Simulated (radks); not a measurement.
Os29+, configuration [Kr] 4d10 4f1.

All-electron calculation, non-relativistic Kohn-Sham, LDA (Slater exchange, Perdew-Wang correlation), spin-unpolarised, spherical densities, point nucleus; relativity is left out, which matters for an element this heavy. Program: a radial shooting solver on a logarithmic mesh with Libxc functionals.

Energy parts (eV):
part                      energy
total                 -432127.37
kinetic                432013.11
electron-nucleus      -978429.62
Hartree                121655.80
exchange-correlation    -7366.66

Orbitals (lengths in bohr, moments of r in powers of bohr; <r^-3> diverges for s and p1/2):
| orbital | occ. | eigenvalue (eV) | <r^-3> | <r^4> |
|---|---|---|---|---|
| 1s | 2 | -68370.54 | - | 7.111e-07 |
| 2s | 2 | -12168.91 | - | 0.0001155 |
| 2p | 6 | -11721.14 | 15410 | 0.00007254 |
| 3s | 2 | -3596.260 | - | 0.003881 |
| 3p | 6 | -3388.965 | 3354 | 0.003440 |
| 3d | 10 | -3001.703 | 591.5 | 0.002307 |
| 4s | 2 | -1445.751 | - | 0.06648 |
| 4p | 6 | -1355.884 | 940.4 | 0.06817 |
| 4d | 10 | -1192.806 | 155.3 | 0.06926 |
| 4f | 1 | -985.0928 | 38.59 | 0.06065 |

The highest occupied level is 4f at -985.09 eV. The density falls to 0.001 e/bohr^3 at r = 1.22 bohr. The electron density at the nucleus is 3.141e+05 e/bohr^3.
